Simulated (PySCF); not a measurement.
PySCF input file for FeF2, SMILES [F][Fe][F] (connectivity only; charge and spin as stated), neutral, multiplicity 5, PBE-D3(BJ)/def2-TZVP. The structure is a stationary point at PBE-D3(BJ)/def2-TZVP. The spin state was assumed, not searched.

```python
import numpy as np
from pyscf import gto, scf, dft, df
from pyscf.hessian import thermo

mol = gto.M(
    atom='''
    Fe    0.00000000    0.00000000    0.00000000
    F     0.00000000    0.00000000   -1.75221784
    F     0.00000000    0.00000000    1.75221784
    ''',
    basis='def2-TZVP',
    charge=0,
    spin=4,
    max_memory=1600,
    verbose=3,
)
mf = dft.UKS(mol, xc='pbe').density_fit(auxbasis='def2-universal-jkfit')
mf.disp = 'd3bj'
mf.grids.level = 3
mf.conv_tol = 1e-11
mf.max_cycle = 100
mf.kernel()
fine, coarse = mf.grids, dft.Grids(mol).set(level=1).build(with_non0tab=True)
for _ in range(3):  # follow internal instabilities
    mf.grids = coarse
    mo, _, stable, _ = mf.stability(return_status=True, nroots=4)
    mf.grids = fine
    if stable:
        break
    mf.kernel(mf.make_rdm1(mo, mf.mo_occ))

# analytic Hessian; the response equations are solved on a coarser grid
h, args, fine = mf.Hessian(), (mf.mo_energy, mf.mo_coeff, mf.mo_occ), mf.grids
h.max_memory = max(150, 2.5e-5 * df.make_auxmol(mol, mf.with_df.auxbasis).nao * mol.nelec[0] * (mol.nelec[0] + mol.nao))  # MB; small integral blocks
h1ao = h.make_h1(mf.mo_coeff, mf.mo_occ)
mf.grids = dft.Grids(mol).set(level=1).build(with_non0tab=True)
mo1, mo_e1 = h.solve_mo1(*args, h1ao)
mf.grids = fine
hess = h.hess_elec(*args, mo1, mo_e1, h1ao) + h.hess_nuc()
if mf.do_disp():
    hess += h.get_dispersion()
for i in range(mol.natm):  # the analytic DFT Hessian lacks the response of the grid: restore translational invariance
    hess[i, i] -= hess[i].sum(axis=0)
hess = (hess + hess.transpose(1, 0, 3, 2)) / 2
vib = thermo.harmonic_analysis(mol, hess, imaginary_freq=False)
thermo.dump_normal_mode(mol, vib)
th = thermo.thermo(mf, vib['freq_au'][vib['freq_au'] > 0], 298.15, 101325)
thermo.dump_thermo(mol, th)
g0 = mf.nuc_grad_method().set(verbose=0).kernel()

# dipole derivatives [dipole axis, atom, xyz] from the same response
r, irp = mol.intor('int1e_r'), mol.intor('int1e_irp').reshape(3, 3, mol.nao, mol.nao)
sl, dm0, ok = mol.aoslice_by_atom(), np.array(mf.make_rdm1()), []
dmu = np.einsum('a,xt->xat', mol.atom_charges(), np.eye(3))
for a, (_, _, p0, p1) in enumerate(sl):
    dmu[:, a] += 2 * np.einsum('xtij,ij->xt', irp[:, :, :, p0:p1], dm0.reshape(-1, mol.nao, mol.nao).sum(0)[:, p0:p1])
    for u, c, occ, f in zip(mo1, mf.mo_coeff, mf.mo_occ, (2, 2)):
        dmu[:, a] -= f * np.einsum('tui,xuv,vi->xt', u[a], r, c[:, occ > 0], optimize=True)
L = vib['norm_mode']
ir = 974.8801 * (np.einsum('xat,kat->kx', dmu, L) ** 2).sum(1)       # km/mol
apt = np.einsum('xax->a', dmu) / 3
print('mode   freq/cm-1   IR/(km/mol)')
for k, w in enumerate(vib['freq_wavenumber']):
    print(f'{k + 1:4d} {w:11.2f} {ir[k]:13.3f}')
print('max |gradient| / (hartree/bohr):', abs(g0).max())
print('APT charges:', apt.round(4))
```

Log of the run:

```

WARN: HOMO 0.199013214836068 >= LUMO 0.181048368420686


WARN: HOMO -0.925505673892214 >= LUMO -1.31551802604007


WARN: HOMO -0.817408570894155 >= LUMO -0.81674652299486


WARN: HOMO -0.630041489475555 >= LUMO -0.630023217701058


WARN: HOMO 0.240236397370335 >= LUMO 0.239693189184183


WARN: HOMO -0.315938086794515 >= LUMO -0.338226908452935

converged SCF energy = -1463.16290829342  <S^2> = 6.0065345  2S+1 = 5.0026131
<class 'pyscf.df.df_jk.DFUKS'> wavefunction is stable in the internal stability analysis

WARN: DFTD3 does not support analytical Hessian, using finite difference


WARN: Mole.unit (angstrom) is changed to Bohr

Mode                                 0                   1                   2
Irrep
Freq [cm^-1]                      139.0280            139.0280            599.8924
Reduced mass [au]                  25.9242             25.9242             18.9984
Force const [Dyne/A]                0.2952              0.2952              4.0282
Char temp [K]                     200.0303            200.0303            863.1115
Normal mode                   x     y     z       x     y     z       x     y     z
       0  Fe                 0.02  0.08 -0.00   -0.08  0.02 -0.00   -0.00  0.00 -0.00
       1   F                -0.02 -0.12  0.00    0.12 -0.02  0.00    0.00 -0.00 -0.16
       2   F                -0.02 -0.12  0.00    0.12 -0.02 -0.00    0.00 -0.00  0.16
Mode                                 3
Irrep
Freq [cm^-1]                      746.5798
Reduced mass [au]                  25.9242
Force const [Dyne/A]                8.5135
Char temp [K]                    1074.1620
Normal mode                   x     y     z
       0  Fe                -0.00  0.00  0.09
       1   F                 0.00 -0.00 -0.13
       2   F                 0.00 -0.00 -0.13
temperature 298.1500 [K]
pressure 101325.00 [Pa]
Rotational constants [GHz] inf 4.33205 4.33205
Symmetry number 2
Zero-point energy (ZPE) 0.00370 [Eh]   9716.835 [J/mol]
                           tot       elec      trans        rot        vib
Entropy [J/mol/K]       268.277     13.382    165.387     62.983     26.525
Cv [J/mol/K]             44.231      0.000     12.472      8.314     23.445
Cp [J/mol/K]             52.545      0.000     20.786      8.314     23.445
Internal energy [J/mol]                      3718.434   2478.956  13866.489
Internal energy [Eh]   -1463.15527  -1463.16291
Enthalpy [J/mol]                             6197.391   2478.956  13866.489
Enthalpy [Eh]          -1463.15432
Gibbs free energy [J/mol]                  -43112.856 -16299.433   5957.967
Gibbs free energy [Eh] -1463.18479
mode   freq/cm-1   IR/(km/mol)
   1      139.03        29.207
   2      139.03        29.207
   3      599.89         0.000
   4      746.58       211.824
max |gradient| / (hartree/bohr): 3.1022727921933114e-05
APT charges: [ 1.288  -0.6436 -0.6436]
```

The run converged.
